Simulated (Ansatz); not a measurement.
Cost and result for the atomization energy of CH$_{4}$AlFOSi (`[F][Al]1[CH2]O[SiH2]1`) (9 atoms, 9 bonds).

Z-matrix (Å, degrees):
```
C
Al 1 1.992
O 1 1.443 2 94.4
H 1 1.095 2 117.4 3 -114.6
H 1 1.095 2 117.5 3 114.6
F 2 1.648 1 135.6 3 -179.8
Si 2 2.412 1 73.8 3 0.1
H 7 1.490 2 123.7 1 -105.6
H 7 1.491 2 123.6 1 105.5
```

The species carries charge 0 and has multiplicity 1. The geometry is a stationary point of PBE0-D4/def2-TZVP. Program: Ansatz. All runs use 4 threads of an Arm Neoverse V2 on a shared host. Times are those of one run each, without the atoms' runs, and a repeat can differ threefold. Electronic energies, without spin–orbit coupling; frozen cores. CCSD(T)/CBS adds CCSD(T) − MP2 in def2-TZVPP to the MP2 limit, and its time is that of the two runs behind it. T1 = 0.015. B3LYP takes the VWN-RPA correlation (the form of Gaussian; ORCA's B3LYP/G).

CCSD(T)/CBS is a level of theory with its own doubt, some kJ/mol a heavy atom from the limit and from the frozen cores, so smaller differences don't rank the functionals.

| level | functions | wall time | atomization (kJ/mol) | difference from CCSD(T)/CBS | per bond |
| --- | --- | --- | --- | --- | --- |
| PBE-D4/def2-TZVPP (with forces) | 233 | 2 s | 3293.1 | 40.2 | 4.5 |
| PBE0-D4/def2-TZVPP | 233 | 2.4 s | 3220.8 | -32.1 | -3.6 |
| B3LYP-D4/def2-TZVPP (with forces) | 233 | 3.6 s | 3223.6 | -29.3 | -3.3 |
| r2SCAN-D4/def2-TZVPP (with forces) | 233 | 4.1 s | 3256.7 | 3.8 | 0.4 |
| B2PLYP/def2-TZVPP | 233 | 4.2 s | 3201.5 | -51.4 | -5.7 |
| ωB97X-V/def2-TZVPP | 233 | 6 s | 3260.0 | 7.1 | 0.8 |
| ωB97M-V/def2-TZVPP (with forces) | 233 | 8.5 s | 3248.4 | -4.5 | -0.5 |
| MP2/def2-QZVPP | 431 | 14 s | 3296.3 | 43.4 | 4.8 |
| CCSD(T)/def2-TZVPP | 233 | 80 s | 3153.8 | -99.1 | -11.0 |
| CCSD(T)/CBS(def2) | – | 94 s | 3252.9 | 0.0 | 0.0 |

The D4 term adds +29.9 kJ/mol with B3LYP and +15.5 kJ/mol with PBE0; it sums over pairs of atoms, weighted by their polarisabilities, and B3LYP, whose exchange is more repulsive, gets the larger term. In def2-TZVPP, CCSD(T) changes the Hartree–Fock value by +827.2 kJ/mol (the triples alone add +54.6 kJ/mol) and MP2 by +909.9 kJ/mol; breaking electron pairs costs correlation energy, which Hartree–Fock lacks. From PBE to PBE0 (25 % exact exchange), in def2-TZVPP and without D4, the atomization energy moves by −69.5 kJ/mol: exact exchange takes away binding that semilocal exchange gives to molecules.
